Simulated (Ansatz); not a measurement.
Geometry optimisation, UKS PBE-D4/def2-SVP in Ansatz.

Input file:

```yaml
crystal:
  periodic: [false, false, false]
  atoms:
    - { symbol: Si, position_ang: [-0.039286, 0.980378, 1.599189] }
    - { symbol: O, position_ang: [0.494938, -0.88049, -0.783289] }
    - { symbol: C, position_ang: [-0.720727, -1.328705, -1.354554] }
    - { symbol: H, position_ang: [-0.433828, 1.889024, 2.733609] }
    - { symbol: H, position_ang: [-1.304113, 0.582261, 0.894151] }
    - { symbol: H, position_ang: [0.70236, -0.20135, 2.145194] }
    - { symbol: H, position_ang: [0.757142, -0.051704, -1.22639] }
    - { symbol: Se, position_ang: [1.360661, 2.250866, 0.26337] }
    - { symbol: H, position_ang: [-1.480148, -0.516918, -1.448571] }
    - { symbol: H, position_ang: [-1.142772, -2.103376, -0.681253] }
    - { symbol: H, position_ang: [-0.579301, -1.794337, -2.359883] }
    - { symbol: H, position_ang: [2.385076, 1.17435, 0.218328] }
magnetization:
  spin_polarized: true
basis:
  gaussian: { orbitals: def2-SVP }
hamiltonian:
  xc: pbe
  dispersion: d4
relax:
  f_tol: 0.03
  max_steps: 50
output:
  orbitals: {}
```

Run as:

```bash
$ ansatz run input.yaml --threads 4 --pin off --max-ram 5120MiB --backend cpu --events-out ev --progress --plain --runs-dir out
```

Problem. Where does it end, and by what steps?

Solution. The run converged. After 20 steps the energy has fallen by 0.066 eV; H12 moved furthest, 0.87 Å.

```csv
step,energy less start (eV),largest force component (eV/Å),accepted
0,0.0000,0.130,yes
1,0.0064,0.250,no
2,-0.0094,0.061,yes
3,-0.0134,0.118,yes
4,-0.0162,0.165,yes
5,-0.0185,0.093,yes
6,-0.0217,0.034,yes
7,-0.0237,0.132,yes
8,-0.0258,0.127,yes
9,-0.0272,0.292,yes
10,-0.0310,0.205,yes
11,-0.0393,0.082,yes
12,-0.0432,0.070,yes
13,-0.0457,0.468,yes
14,-0.0548,0.137,yes
15,-0.0598,0.095,yes
16,-0.0624,0.073,yes
17,-0.0637,0.092,yes
18,-0.0644,0.101,yes
19,-0.0658,0.049,yes
20,-0.0661,0.021,yes
```

```xyz
12
Properties=species:S:1:pos:R:3
Si -0.001 0.934 1.592
O 0.324 -1.338 -0.507
C -0.742 -1.300 -1.433
H -0.130 1.983 2.664
H -1.367 0.562 1.102
H 0.765 -0.230 2.140
H 0.919 -0.587 -0.721
Se 1.059 1.888 -0.245
H -1.316 -0.339 -1.410
H -1.451 -2.112 -1.168
H -0.415 -1.471 -2.486
H 2.355 2.009 0.473
```

The run took 79 s on 4 threads of Arm Neoverse N1, with other jobs on the host, peak memory 0.2 GiB.
